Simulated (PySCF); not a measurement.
SbF₅, SMILES [F][Sb]([F])([F])([F])[F].

Coordinates come from a B3LYP-D3(BJ)/def2-SVP optimisation. The isomer is the one that the SMILES or the coordinates give; other isomers of the formula were not compared. The def2 effective core potentials stand for the cores of Sb; spin–orbit coupling is left out.

These are C-PCM-PBE0/def2-SVP in PySCF 2.14.0 values and carry that method's errors.

The values are the electrostatic part of the solvation free energy, E(continuum) − E(gas) at the gas-phase geometry, in a cavity of scaled van der Waals radii (PySCF's table); cavitation and dispersion terms are not included. A continuum can't describe solvent molecules that bind to the metal. In vacuum the orbital gap is 7.62 eV. The dipole moment in vacuum is 0.00 D.

```json
[
 {"solvent": "water", "ε": "78.36", "ΔG(elec) (kcal/mol)": "-4.8", "dipole (D)": "0.00", "gap (eV)": "7.68"},
 {"solvent": "acetone", "ε": "20.49", "ΔG(elec) (kcal/mol)": "-4.7", "dipole (D)": "0.00", "gap (eV)": "7.68"},
 {"solvent": "methanol", "ε": "32.61", "ΔG(elec) (kcal/mol)": "-4.8", "dipole (D)": "0.00", "gap (eV)": "7.68"}
]
```
